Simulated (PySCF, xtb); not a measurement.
C4H4ClF, SMILES C(/C(=C/Cl)F)=C. The values are those of a single conformer.

Harmonic wavenumbers (cm⁻¹) from GFN2-xTB run with xtb at its own minimum, in rising order: 96, 149, 222, 253, 391, 450, 593, 683, 751, 796, 878, 892, 1002, 1011, 1144, 1259, 1280, 1398, 1628, 1654, 3087, 3102, 3114, 3148.

**Question.** What does PBE-D3(BJ)/def2-SVP run with PySCF give at its own minimum? (Estimate from the structure and the level; the computed values follow.)

**Answer.** 111, 161, 248, 265, 402, 501, 618, 700, 755, 831, 889, 897, 973, 1006, 1153, 1262, 1319, 1391, 1615, 1663, 3093, 3111, 3161, 3198. Paired by order, the mean absolute difference is 19 cm⁻¹ and the zero-point energies are 41.4 and 41.9 kcal/mol.
